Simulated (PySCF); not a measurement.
# Low-lying terms of Rh⁴¹⁺ (rhodium, charge +41)

Ground state [He] 2s2, ¹S. Calculation: PySCF 2.14, in an uncontracted even-tempered set (18 s from 2.88 bohr⁻², ratio 2.5; 9 p from 3.84 bohr⁻², ratio 2.7; 8 d from 4.22 bohr⁻², ratio 2.7; 4 f from 120 bohr⁻², ratio 2.7); the spin-free X2C one-electron Hamiltonian (Gaussian nucleus). Vertical excitation energies in eV without spin-orbit coupling; excited terms of each kind are numbered among those the solver found. Frozen: nothing.

| term | leading excitation | EOM-EE-CCSD |
| --- | --- | --- |
| 1 3P° | 2s → p | 194.05 |
| 1 1P° | 2s → p | 265.34 |

The spin-orbit splitting of the hole, absent here, rivals or exceeds the spacing of these terms, so the LS terms are model states.

Only the lower part of the computed list is shown. Doubly excited terms such as np² are absent. The solver can miss terms. The 7 highest virtual orbitals were dropped.
